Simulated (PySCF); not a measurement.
# Calculated NMR parameters of [SiH3]/C=C(/[SiH3])O[SiH3]

```yaml
Formula: C2H10OSi3
SMILES: "[SiH3]/C=C(/[SiH3])O[SiH3]"
Point_group_of_the_computed_structure: C1
Degrees_of_unsaturation: 1
Carbon_signals: 2
Proton_signals: 4
```

Bonds (- single, = double, # triple, : aromatic): Si1-C2, C2=C3, C3-Si4, C3-O5, O5-Si6. Si1 carries H7, H8, H9; C2 carries H10; Si4 carries H11, H12, H13; Si6 carries H14, H15, H16. Stereochemistry as in [SiH3]/C=C(/[SiH3])O[SiH3].

- shieldings: GIAO PBE0/pcSseg-1
- GFN2-xTB geometry
- code: PySCF 2.14
- no relativistic terms, no solvent, one computed conformer, fast rotation and ring inversion assumed for equivalent nuclei

Shifts are taken against calculated references (same method and geometry level): TMS for $^{1}$H (σref 31.72) and $^{13}$C (σref 186.93) and $^{29}$Si (σref 349.16); $^{17}$O (σref 336.08) against H2O.

```tsv
carbon	δC, type	δH (multiplicity)	HMBC from (2–3 bonds)	span of the C tensor (ppm)
C2	125.7, CH	5.75 (q)	H11/H12/H13, H7/H8/H9	215
C3	173.0, C	–	H10, H14/H15/H16, H11/H12/H13, H7/H8/H9	218
```

Other nuclei:
```tsv
atoms	nucleus	environment	δ (ppm)	σ (ppm)
H14/H15/H16	$^{1}$H	hydrogen on a silicon bonded to O	5.20	26.52
H11/H12/H13	$^{1}$H	hydrogen on a silicon bonded to C	4.32	27.40
H7/H8/H9	$^{1}$H	hydrogen on a silicon bonded to C	4.10	27.62
Si6	$^{29}$Si	silicon bonded to O, 3 H	-40.9	390.0
Si4	$^{29}$Si	silicon bonded to C, 3 H	-81.7	430.8
Si1	$^{29}$Si	silicon bonded to C, 3 H	-91.5	440.7
O5	$^{17}$O	oxygen bonded to C, Si	129.2	206.8
```

1. Carbon types of the structure: 1 × C, 1 × CH, leaving 9 H on heteroatoms.
2. δC 173.0: alkene carbon bearing oxygen; an sp2 carbon further deshielded by the attached heteroatom.
3. δC 125.7: β carbon of an enol-ether or enamine type C=C.
4. δH 5.75: hydrogen on a β carbon of an enol-ether or enamine type C=C; olefinic region.
5. δH 5.20: hydrogen on a silicon bonded to O.
6. δH 4.32, 4.10: hydrogen on a silicon bonded to C.

Shifts are as computed. Against solution values, carbons near 30 ppm lie about +3 ppm off and those near 130 ppm about +5 ppm. Of 1309 compounds with measured shifts, 239 miss one by over three times the rms of a fit or turn the order of signals round; such compounds aren't used in these exercises. Experimental scales use liquid or dissolved standards, which lie at an offset from isolated H2O (liquid H2O: subtract about 36 ppm). Multiplicities follow the n + 1 count of equivalent neighbours, as no J values were calculated; m marks all less simple cases, F and P coupling included.
